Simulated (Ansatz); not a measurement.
Born–Oppenheimer molecular dynamics of CH8AlAs (11 atoms, charge 0, multiplicity 1). It starts at the highest image of a converged band, a first-order saddle point between two minima.

Level of theory: Ansatz 0.2.0, RKS PBE-D4/def2-SVP.

```
ensemble                      : NVE (velocity Verlet)
time step                     : 0.5 fs
steps asked                   : 200
starting velocities drawn for : 100 K
seed                          : 7833
```

First frame:

```xyz
11
Properties=species:S:1:pos:R:3
Al -0.874 -0.380 -0.334
C 1.002 -1.118 0.347
H -1.024 -0.730 -1.881
H -1.961 -0.509 0.821
H 0.643 0.344 0.059
As 0.169 2.159 -0.248
H 1.882 -1.088 -0.325
H 1.318 -0.915 1.390
H 0.620 -2.166 0.325
H -0.705 2.289 1.012
H -1.069 2.114 -1.168
```

(1) What does the run give?

(2) What happens to the structure?

(3) How do temperature and energy run in time?

## Answers

(1) The run went to its last step.

```yaml
steps_done: 200
time_covered: 100 fs
mean_temperature_over_the_second_half: 559 K
spread_of_the_potential_energy_over_the_second_half: 4.8 meV per atom
mean_potential_energy_of_the_second_half_above_the_start: -48.5 meV per atom
```

The conserved energy stayed within 0.06 meV per atom of its start (net change -0.0079 meV per atom), so the integration is sound. The kinetic energy rose, since the run started high on the potential surface and went downhill. It ends in pieces (AsH3 + CH5Al), so much of that is their flight and rotation, not heat. A run of 0.1 ps of so small a system gives no equilibrium averages. The orbitals stay closed-shell, which can raise the energy where a bond breaks towards radicals; this wasn't checked here.

(2) Between its relaxed ends the band would form Al1–As6, C2–H5 and break Al1–C2, H5–As6. These pairs go: Al1–As6 2.75 → 3.89 Å, C2–H5 1.53 → 4.89 Å, Al1–C2 2.13 → 1.95 Å, H5–As6 1.90 → 1.50 Å. In the last frame they stand as before the step (other bonds may differ from the relaxed reactants and products). Also parted: Al1–H5 1.73 → 4.69 Å. It ends as AsH3 + CH5Al. Pairs count as bonded within 1.25 times the sum of covalent radii (0.12 Å more for H–H). The details hang on the random start.

(3) 
```tsv
time (fs)	T (K)	potential energy less start (eV)	conserved less start (meV/atom)
0	100	0.000	0.00
8	60	0.047	0.04
16	184	-0.098	0.00
24	385	-0.331	-0.01
32	383	-0.330	-0.01
40	396	-0.345	0.00
48	575	-0.553	-0.01
56	638	-0.625	-0.01
64	595	-0.575	0.00
72	518	-0.486	0.01
80	566	-0.542	-0.01
88	552	-0.526	0.04
96	525	-0.495	0.00
```

The run took 3.6 min on 2 threads of Intel(R) Xeon(R) Platinum 8488C (Sapphire Rapids), with other jobs on the host, peak memory 0.16 GiB.
